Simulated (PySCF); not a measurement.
PySCF 2.14 output of an unrestricted r2SCAN calculation on a single atom or ion in aug-cc-pVQZ-DK (6s5p4d3f2g, 80 functions), with the spin-free X2C one-electron Hamiltonian (Gaussian nucleus):

```
SCF conv_tol = 1e-09
number electrons alpha = 5  beta = 1
    J. W. Furness, A. D. Kaplan, J. Ning, J. P. Perdew, and J. Sun.,  J. Phys. Chem. Lett. 11, 8208-8215 (2020)
    J. W. Furness, A. D. Kaplan, J. Ning, J. P. Perdew, and J. Sun.,  J. Phys. Chem. Lett. 11, 9248-9248 (2020)
    J. W. Furness, A. D. Kaplan, J. Ning, J. P. Perdew, and J. Sun.,  J. Phys. Chem. Lett. 11, 8208-8215 (2020)
    J. W. Furness, A. D. Kaplan, J. Ning, J. P. Perdew, and J. Sun.,  J. Phys. Chem. Lett. 11, 9248-9248 (2020)
cycle= 1 E= -53.8816118732862  delta_E= -0.00149  |g|= 0.00611  |ddm|= 0.24
cycle= 2 E= -53.8816185933851  delta_E= -6.72e-06  |g|= 0.00102  |ddm|= 0.00949
cycle= 3 E= -53.8816188342701  delta_E= -2.41e-07  |g|= 0.000326  |ddm|= 0.00326
cycle= 4 E= -53.8816188684415  delta_E= -3.42e-08  |g|= 2.09e-06  |ddm|= 0.000729
cycle= 5 E= -53.8816188684433  delta_E= -1.71e-12  |g|= 2.71e-07  |ddm|= 6.86e-06
converged SCF energy = -53.8816188684433  <S^2> = 6.0000164  2S+1 = 5.0000066
```

The run itself started from symmetry-adapted Hartree-Fock orbitals and held the occupation by maximum overlap, on a logarithmic radial grid, so the iterations belong to that start.

Problem. Which element, charge and spin multiplicity is this?

Solution. N⁺ (nitrogen, charge +1), multiplicity 5; the state was [He] 2s1 2p3, high-spin 5S determinant (an excited configuration).
